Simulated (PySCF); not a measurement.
C$_{6}$H$_{5}$Cl, charge +1, doublet, geometry from GFN2-xTB (a state made from the parent by changing its charge; the spin is typed, not shown lowest); PBE/STO-3G in PySCF.

The PySCF input:
```python
from pyscf import gto, scf, dft

mol = gto.Mole()
mol.atom = '''
    Cl    2.206881    0.176401    0.001583
    C     0.531721    0.042502    0.000381
    C    -0.270565    1.212871    0.019699
    C    -1.638170    1.093489    0.018556
    C    -2.234624   -0.178619   -0.001603
    C    -1.443642   -1.339826   -0.020766
    C    -0.074437   -1.240448   -0.019947
    H     0.203778    2.182637    0.035056
    H    -2.260376    1.975973    0.033132
    H    -3.312284   -0.264759   -0.002375
    H    -1.917744   -2.309940   -0.036129
    H     0.547951   -2.122549   -0.034517
'''
mol.basis = 'sto-3g'
mol.charge = 1
mol.spin = 1
mol.verbose = 4
mol.build()

mf = dft.UKS(mol)
mf.xc = 'pbe'
mf.kernel()
mo_i, mo_e, stable_i, stable_e = mf.stability(internal=True, external=False, return_status=True, nroots=6, tol=1e-6)
print('internally stable:', stable_i, ' externally stable:', stable_e)
if not stable_i:
    umf = mf.copy()
    umf.scf_summary = {}
    umf.kernel(umf.make_rdm1(mo_i, mf.mo_occ))
```

It wrote (shortened):

```
PySCF version 2.14.0

[INPUT] verbose = 4
[INPUT] num. atoms = 12
[INPUT] num. electrons = 57
[INPUT] charge = 1
[INPUT] spin (= nelec alpha-beta = 2S) = 1
[INPUT] symmetry False subgroup None
[INPUT] Mole.unit = angstrom
[INPUT] Symbol           X                Y                Z      unit          X                Y                Z       unit  Magmom
[INPUT]  1 Cl     2.206881000000   0.176401000000   0.001583000000 AA    4.170400679506   0.333349578099   0.002991436455 Bohr   0.0
[INPUT]  2 C      0.531721000000   0.042502000000   0.000381000000 AA    1.004807064680   0.080317139746   0.000719985653 Bohr   0.0
[INPUT]  3 C     -0.270565000000   1.212871000000   0.019699000000 AA   -0.511293748893   2.291994014427   0.037225714928 Bohr   0.0
[INPUT]  4 C     -1.638170000000   1.093489000000   0.018556000000 AA   -3.095692645479   2.066394730225   0.035065757967 Bohr   0.0
[INPUT]  5 C     -2.234624000000  -0.178619000000  -0.001603000000 AA   -4.222827351380  -0.337540990644  -0.003029230978 Bohr   0.0
[INPUT]  6 C     -1.443642000000  -1.339826000000  -0.020766000000 AA   -2.728088001919  -2.531904194572  -0.039242052703 Bohr   0.0
[INPUT]  7 C     -0.074437000000  -1.240448000000  -0.019947000000 AA   -0.140665543534  -2.344106991764  -0.037694367007 Bohr   0.0
[INPUT]  8 H      0.203778000000   2.182637000000   0.035056000000 AA    0.385084610212   4.124586159342   0.066246239023 Bohr   0.0
[INPUT]  9 H     -2.260376000000   1.975973000000   0.033132000000 AA   -4.271491578540   3.734047799535   0.062610405959 Bohr   0.0
[INPUT] 10 H     -3.312284000000  -0.264759000000  -0.002375000000 AA   -6.259309606779  -0.500321999014  -0.004488099546 Bohr   0.0
[INPUT] 11 H     -1.917744000000  -2.309940000000  -0.036129000000 AA   -3.624010937028  -4.365153964178  -0.068273915154 Bohr   0.0
[INPUT] 12 H      0.547951000000  -2.122549000000  -0.034517000000 AA    1.035477319682  -4.011036295969  -0.065227676642 Bohr   0.0

nuclear repulsion = 317.209138412902
number of shells = 28
number of NR pGTOs = 132
number of NR cGTOs = 44
basis = sto-3g
ecp = {}

******** <class 'pyscf.dft.uks.UKS'> ********
method = UKS
initial guess = minao
damping factor = 0
level_shift factor = 0
DIIS = <class 'pyscf.scf.diis.CDIIS'>
diis_start_cycle = 1
diis_space = 8
diis_damp = 0
SCF conv_tol = 1e-09
SCF conv_tol_grad = None
SCF max_cycles = 50
direct_scf = True
direct_scf_tol = 1e-13
number electrons alpha = 29  beta = 28
XC library pyscf.dft.libxc version 7.1.2
    S. Lehtola, C. Steigemann, M. J. T. Oliveira, and M. A. L. Marques,  SoftwareX 7, 1–5 (2018)
XC functionals = pbe
    J. P. Perdew, K. Burke, and M. Ernzerhof,  Phys. Rev. Lett. 77, 3865 (1996)
    J. P. Perdew, K. Burke, and M. Ernzerhof,  Phys. Rev. Lett. 78, 1396 (1997)
    J. P. Perdew, K. Burke, and M. Ernzerhof,  Phys. Rev. Lett. 77, 3865 (1996)
    J. P. Perdew, K. Burke, and M. Ernzerhof,  Phys. Rev. Lett. 78, 1396 (1997)
radial grids:
    Treutler-Ahlrichs [JCP 102, 346 (1995); DOI:10.1063/1.469408] (M4) radial grids

becke partition: Becke, JCP 88, 2547 (1988); DOI:10.1063/1.454033
pruning grids: <function nwchem_prune>
grids dens level: 3
symmetrized grids: False
atomic radii adjust function: <function treutler_atomic_radii_adjust>
small_rho_cutoff = 0
Set gradient conv threshold to 3.16228e-05
tot grids = 152632
init E= -684.271802498865

cycle= 1 E= -683.177196121017  delta_E= 1.09  |g|= 0.252  |ddm|= 3.57
cycle= 2 E= -682.946694307199  delta_E= 0.231  |g|= 0.599  |ddm|= 1.35
cycle= 3 E= -683.221457151377  delta_E= -0.275  |g|= 0.0658  |ddm|= 1.05
cycle= 4 E= -683.224549566135  delta_E= -0.00309  |g|= 0.0443  |ddm|= 0.214
cycle= 5 E= -683.226074736066  delta_E= -0.00153  |g|= 0.0161  |ddm|= 0.0754
cycle= 6 E= -683.226286626542  delta_E= -0.000212  |g|= 0.00169  |ddm|= 0.0281
cycle= 7 E= -683.226288525677  delta_E= -1.9e-06  |g|= 0.00155  |ddm|= 0.00564
cycle= 8 E= -683.226290383062  delta_E= -1.86e-06  |g|= 0.000515  |ddm|= 0.00258
cycle= 9 E= -683.226290723304  delta_E= -3.4e-07  |g|= 0.000129  |ddm|= 0.00158
cycle= 10 E= -683.226290751311  delta_E= -2.8e-08  |g|= 2.78e-05  |ddm|= 0.000413
cycle= 11 E= -683.226290752884  delta_E= -1.57e-09  |g|= 1.56e-05  |ddm|= 0.000107
cycle= 12 E= -683.226290753154  delta_E= -2.7e-10  |g|= 7.85e-06  |ddm|= 5.37e-05
Extra cycle  E= -683.226290753015  delta_E= 1.39e-10  |g|= 1.64e-05  |ddm|= 3.21e-05
converged SCF energy = -683.226290753015  <S^2> = 0.75398149  2S+1 = 2.0039775
uhf_internal: lowest eigs of H = [0.05557839 0.12003881 0.2193846  0.22494966 0.23638304 0.28930198]
<class 'pyscf.dft.uks.UKS'> wavefunction is stable in the internal stability analysis
internally stable: True  externally stable: None
```
